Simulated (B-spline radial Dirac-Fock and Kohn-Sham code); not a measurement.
## Relativistic shifts of the levels of Sc⁵⁺

System: the Sc⁵⁺ ion, [Ne] 3s2 3p4.

Both columns are ΔSCF binding energies of the configuration average from a radial B-spline solver: non-relativistic Hartree-Fock with a point nucleus, and Dirac-Fock with a finite nucleus and the Coulomb interaction alone, averaged over the two j levels with weights 2j+1.

```csv
shell,Hartree-Fock (eV),Dirac-Fock (eV),shift (eV),shift (%)
1s,4569.5,4596.0,+26.50,+0.58
2s,593.1,598.1,+5.03,+0.85
3s,137.1,137.9,+0.81,+0.59
3p,112.0,112.1,+0.09,+0.08
```

Relativity binds 1s, 2s, 3s, 3p more strongly, among those listed most of all 2s in relative terms.

Values without a named source are computed, but for edge energies of neutral atoms, which are taken from tables.
